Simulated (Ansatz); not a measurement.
Cost and result for the atomization energy of CH4GeN2 (8 atoms, 6 bonds).

```xyz
8

N     0.1919    0.7454   -1.6384
Ge   -1.0797    0.0782   -0.5307
C     0.1619   -0.4214    2.3665
N     0.8370   -1.1823    1.8356
H     0.4237    1.7251   -1.6579
H     0.7864    0.1957   -2.2372
H    -0.8610   -1.4235   -1.0143
H    -0.4602    0.2829    2.8762
```

Charge 0, multiplicity 1. Correlated methods include outer-core shells of Ge, which these sets cover unevenly. Scalar relativity is left out up to krypton. The bonds changed during the relaxation, so this is another structure than the one it started from. All single points use the PBE0-D4/def2-TZVP geometry. It is one conformer, not always the lowest. Program: Ansatz. All runs use 2 threads of an Arm Neoverse V2 on a shared host. Times are those of one run each, without the atoms' runs, and a repeat can differ threefold. Electronic energies, without spin–orbit coupling; frozen cores. CCSD(T)/CBS adds CCSD(T) − MP2 in def2-TZVPP to the MP2 limit, and its time is that of the two runs behind it. T1 = 0.015. With those shells the extrapolation isn't a true limit. B3LYP takes the VWN-RPA correlation (the form of Gaussian; ORCA's B3LYP/G). HSE06 is the plane-wave form, built on full-range PBE exchange.

CCSD(T)/CBS is a level of theory with its own doubt, some kJ/mol a heavy atom from the limit and from the frozen cores, so smaller differences don't rank the functionals.

```tsv
level	functions	wall time
revPBE-D4/def2-TZVPP	197	2 s
BLYP-D4/def2-TZVPP	197	2 s
HSE06-D4/def2-TZVPP	197	3.5 s
B3LYP-D4/def2-TZVPP (with forces)	197	4.1 s
r2SCANh-D4/def2-TZVPP	197	5.5 s
B2PLYP/def2-TZVPP	197	6 s
PBE-QIDH/def2-TZVPP	197	6 s
CCSD(T)/def2-SVP	94	6.5 s
ωB97X-V/def2-TZVPP	197	8.5 s
ωB97M-V/def2-TZVPP (with forces)	197	12 s
MP2/def2-QZVPP	380	22 s
CCSD(T)/def2-TZVPP	197	120 s
CCSD(T)/CBS(def2)	–	2.4 min
```

What atomization energy does each give, and how far from CCSD(T)/CBS? (Estimate.)

The calculation gave: 
```
                            level  atomization (kcal/mol)  difference from CCSD(T)/CBS  per bond
             revPBE-D4/def2-TZVPP                   662.9                          0.9       0.1
               BLYP-D4/def2-TZVPP                   675.8                         13.8       2.3
              HSE06-D4/def2-TZVPP                   656.8                         -5.2      -0.9
B3LYP-D4/def2-TZVPP (with forces)                   665.8                          3.8       0.6
            r2SCANh-D4/def2-TZVPP                   646.3                        -15.7      -2.6
                B2PLYP/def2-TZVPP                   657.2                         -4.8      -0.8
              PBE-QIDH/def2-TZVPP                   645.9                        -16.1      -2.7
                 CCSD(T)/def2-SVP                   612.2                        -49.8      -8.3
               ωB97X-V/def2-TZVPP                   663.0                          1.0       0.2
 ωB97M-V/def2-TZVPP (with forces)                   663.1                          1.1       0.2
                   MP2/def2-QZVPP                   664.0                          2.0       0.3
               CCSD(T)/def2-TZVPP                   639.5                        -22.5      -3.7
                CCSD(T)/CBS(def2)                   662.0                          0.0       0.0
```

The D4 term adds +5.2 kcal/mol with B3LYP and +2.8 kcal/mol with PBE0; it sums over pairs of atoms, weighted by their polarisabilities, and B3LYP, whose exchange is more repulsive, gets the larger term. From BLYP to BHLYP (50 % exact exchange), in def2-TZVPP and without D4, the atomization energy moves by −41.0 kcal/mol: exact exchange takes away binding that semilocal exchange gives to molecules. At CCSD(T), def2-SVP lies −49.8 kcal/mol from the extrapolated value and def2-TZVPP −22.5 kcal/mol: correlation converges slowly with the basis, and small sets miss more of it in the bonded molecule than in its fragments.
